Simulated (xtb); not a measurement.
C$_{5}$H$_{8}$O$_{2}$ (SMILES C=CC(=O)OCC), singlet, geometry from GFN2-xTB; GFN0-xTB in xtb 6.7.1.

xtb was given this input:
```
$ xtb mol.xyz --gfn 0 --chrg 0 --uhf 0 --json

# file mol.xyz
15

C     -2.78272913     0.26722847    -0.79449164
C     -1.60311339    -0.32562220    -0.90234636
C     -0.51433510    -0.04461386     0.05961494
O     -0.58772464     0.71526207     0.99324389
O      0.57615194    -0.76435465    -0.24016661
C      1.71966241    -0.58905099     0.59487150
C      2.53495758     0.62584856     0.17456146
H     -2.96404677     0.96781557     0.00465020
H     -3.58896619     0.07856991    -1.48228869
H     -1.36503831    -1.03463940    -1.68052355
H      1.38674536    -0.47916667     1.63247568
H      2.29716929    -1.50924135     0.48353466
H      2.82638986     0.54068823    -0.86965039
H      1.94573253     1.53026086     0.30492896
H      3.42794140     0.69571350     0.78899554
```

Task: Write the output that xtb gives for this input, abridged.

Result: 
```
   ID    Z sym.   atoms
    1    6 C      1-3, 6, 7
    2    8 O      4, 5
    3    1 H      8-15

           -------------------------------------------------
          |                Calculation Setup                |
           -------------------------------------------------

           -------------------------------------------------
          |                 G F N 0 - x T B                 |
           -------------------------------------------------

          ...................................................
          :                      SETUP                      :
          :.................................................:
          :  # basis functions                  44          :
          :  # atomic orbitals                  44          :
          :  # shells                           30          :
          :  # electrons                        40          :
          :  electronic temp.          300.0000000     K    :
          :  accuracy                    1.0000000          :
          :  -> integral cutoff          0.2500000E+02      :
          :  -> integral neglect         0.1000000E-07      :
          ...................................................

         :::::::::::::::::::::::::::::::::::::::::::::::::::::
         ::                     SUMMARY                     ::
         :::::::::::::::::::::::::::::::::::::::::::::::::::::
         :: total energy             -21.545186675463 Eh    ::
         :: gradient norm              0.037565988829 Eh/a0 ::
         :: HOMO-LUMO gap              3.236240635436 eV    ::
         ::.................................................::
         :: H0 energy                -21.711714527067 Eh    ::
         :: repulsion energy           0.287533493568 Eh    ::
         :: electrostat energy        -0.079244499802 Eh    ::
         :: -> Gsolv                   0.000000000000 Eh    ::
         ::    -> Gsasa                0.000000000000 Eh    ::
         ::    -> Gshift               0.000000000000 Eh    ::
         :: dispersion energy         -0.004199569094 Eh    ::
         :: short-range corr.         -0.037561573068 Eh    ::
         :: add. restraining           0.000000000000 Eh    ::
         :: total charge               0.000000000000 e     ::
         :::::::::::::::::::::::::::::::::::::::::::::::::::::

           -------------------------------------------------
          |                Property Printout                |
           -------------------------------------------------

    * Orbital Energies and Occupations

         #    Occupation            Energy/Eh            Energy/eV
      -------------------------------------------------------------
         1        2.0000           -0.6903445             -18.7852
       ...           ...                  ...                  ...
         8        2.0000           -0.5667597             -15.4223
         9        2.0000           -0.5496671             -14.9572
        10        2.0000           -0.5365866             -14.6013
        11        2.0000           -0.5247016             -14.2779
        12        2.0000           -0.5194843             -14.1359
        13        2.0000           -0.5132125             -13.9652
        14        2.0000           -0.5019287             -13.6582
        15        2.0000           -0.4989435             -13.5769
        16        2.0000           -0.4896974             -13.3253
        17        2.0000           -0.4490434             -12.2191
        18        2.0000           -0.4442593             -12.0889
        19        2.0000           -0.4192613             -11.4087
        20        2.0000           -0.4105981             -11.1729 (HOMO)
        21                         -0.2916685              -7.9367 (LUMO)
        22                         -0.1835888              -4.9957
        23                         -0.1539372              -4.1888
        24                         -0.1383542              -3.7648
        25                         -0.1202320              -3.2717
        26                         -0.1088676              -2.9624
        27                         -0.1034565              -2.8152
        28                         -0.0909324              -2.4744
        29                         -0.0838526              -2.2817
        30                         -0.0738637              -2.0099
        31                         -0.0674498              -1.8354
       ...                                ...                  ...
        44                          0.5736225              15.6091
      -------------------------------------------------------------
                  HL-Gap            0.1189297 Eh            3.2362 eV
             Fermi-level            0.0000000 Eh            0.0000 eV

     #   Z          covCN         q      C6AA      α(0)
     1   6 C        2.842    -0.310    38.653    10.157
     2   6 C        2.888    -0.161    33.892     9.514
     3   6 C        2.724     0.645    17.773     6.879
     4   8 O        0.856    -0.606    26.172     6.865
     5   8 O        1.705    -0.458    21.815     6.319
     6   6 C        3.699     0.163    20.264     6.513
     7   6 C        3.750    -0.430    33.653     8.372
     8   1 H        0.926     0.203     1.083     1.627
     9   1 H        0.926     0.161     1.320     1.796
    10   1 H        0.926     0.139     1.467     1.894
    11   1 H        0.924     0.096     1.821     2.110
    12   1 H        0.924     0.065     2.142     2.289
    13   1 H        0.925     0.163     1.305     1.786
    14   1 H        0.925     0.190     1.150     1.677
    15   1 H        0.925     0.138     1.479     1.902

 Mol. C6AA /au·bohr⁶  :       2103.265473
 Mol. C8AA /au·bohr⁸  :      48288.644982
 Mol. α(0) /au        :         69.700427

Wiberg/Mayer (AO) data.
largest (>0.10) Wiberg bond orders for each atom

 ---------------------------------------------------------------------------
     #   Z sym  total        # sym  WBO       # sym  WBO       # sym  WBO
 ---------------------------------------------------------------------------
     1   6 C    3.990 --     2 C    1.934     9 H    0.979     8 H    0.975
     2   6 C    3.985 --     1 C    1.934     3 C    1.016    10 H    0.968
     3   6 C    3.892 --     4 O    1.630     5 O    1.197     2 C    1.016
     4   8 O    1.967 --     3 C    1.630     5 O    0.196
     5   8 O    2.464 --     3 C    1.197     6 C    0.965     4 O    0.196
     6   6 C    3.957 --     7 C    1.018    12 H    0.977    11 H    0.973
                             5 O    0.965
     7   6 C    3.978 --     6 C    1.018    14 H    0.981    13 H    0.981
                            15 H    0.980
     8   1 H    0.993 --     1 C    0.975
     9   1 H    0.987 --     1 C    0.979
    10   1 H    0.990 --     2 C    0.968
    11   1 H    0.997 --     6 C    0.973
    12   1 H    1.002 --     6 C    0.977
    13   1 H    0.987 --     7 C    0.981
    14   1 H    0.988 --     7 C    0.981
    15   1 H    0.981 --     7 C    0.980
 ---------------------------------------------------------------------------

Topologies differ in total number of bonds
Writing topology from bond orders to xtbtopo.mol

 dipole moment from electron density (au)
     X       Y       Z
   0.3861  -0.7538  -0.7972  total (Debye):    2.956

           -------------------------------------------------
          | TOTAL ENERGY              -21.545186675463 Eh   |
          | GRADIENT NORM               0.037565988829 Eh/α |
          | HOMO-LUMO GAP               3.236240635436 eV   |
           -------------------------------------------------

normal termination of xtb
```
